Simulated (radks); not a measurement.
Numerical settings for the lithium ion Li+, [He]. All-electron calculation, scalar-relativistic Kohn-Sham, LDA (Slater exchange, Perdew-Wang correlation), spin-unpolarised, spherical densities, point nucleus. Program: a radial shooting solver on a logarithmic mesh with Libxc functionals. The defaults (mesh step 0.008 in ln r, mesh end at 40 bohr or more with all orbitals vanishing there, Anderson mixing 0.5 over 9 steps, residual threshold near 1e-9 with the energy settled to 1e-9 hartree or 1e-11 of itself, here a cap of 91 iterations) give E = -7.1430 hartree and 1s at -59.597 eV in 13 iterations. Run on one thread of a shared host, so times are rough (Arm Neoverse V1): 0.02 s of CPU time, 0.02 s wall, 13 iterations on 2476 mesh points. Changes against that run (0 stands for a change within the tolerance of the run):

[
 {"setting": "mesh step in ln r 0.05", "iterations": "13", "converged": "yes", "E (mhartree)": "0", "e(1s) (meV)": "0", "CPU (s)": "0.01"},
 {"setting": "mesh step in ln r 0.12", "iterations": "91", "converged": "no", "E (mhartree)": "-2.88e+04", "e(1s) (meV)": "-", "CPU (s)": "0.04"},
 {"setting": "mesh step in ln r 0.2", "iterations": "91", "converged": "no", "E (mhartree)": "-2.88e+04", "e(1s) (meV)": "-", "CPU (s)": "0.04"},
 {"setting": "mesh end (bohr) 12", "iterations": "13", "converged": "yes", "E (mhartree)": "0", "e(1s) (meV)": "0", "CPU (s)": "0.02"},
 {"setting": "mesh end (bohr) 8", "iterations": "13", "converged": "yes", "E (mhartree)": "0", "e(1s) (meV)": "0", "CPU (s)": "0.02"},
 {"setting": "residual threshold 0.001", "iterations": "7", "converged": "yes", "E (mhartree)": "0", "e(1s) (meV)": "-0.342", "CPU (s)": "0.01"},
 {"setting": "residual threshold 1e-05", "iterations": "8", "converged": "yes", "E (mhartree)": "0", "e(1s) (meV)": "+0.0737", "CPU (s)": "0.02"},
 {"setting": "mixing 1", "iterations": "10", "converged": "yes", "E (mhartree)": "0", "e(1s) (meV)": "0", "CPU (s)": "0.02"},
 {"setting": "linear mixing, mixing 0.5", "iterations": "30", "converged": "yes", "E (mhartree)": "0", "e(1s) (meV)": "0", "CPU (s)": "0.04"},
 {"setting": "linear mixing, mixing 1", "iterations": "16", "converged": "yes", "E (mhartree)": "0", "e(1s) (meV)": "0", "CPU (s)": "0.02"},
 {"setting": "mixing history 2", "iterations": "21", "converged": "yes", "E (mhartree)": "0", "e(1s) (meV)": "0", "CPU (s)": "0.03"},
 {"setting": "iteration cap 8", "iterations": "8", "converged": "no", "E (mhartree)": "0", "e(1s) (meV)": "+0.0415", "CPU (s)": "0.01"}
]

No run marked as converged misses the energy by more than 1 mhartree. A mesh that ends early acts as a hard wall.
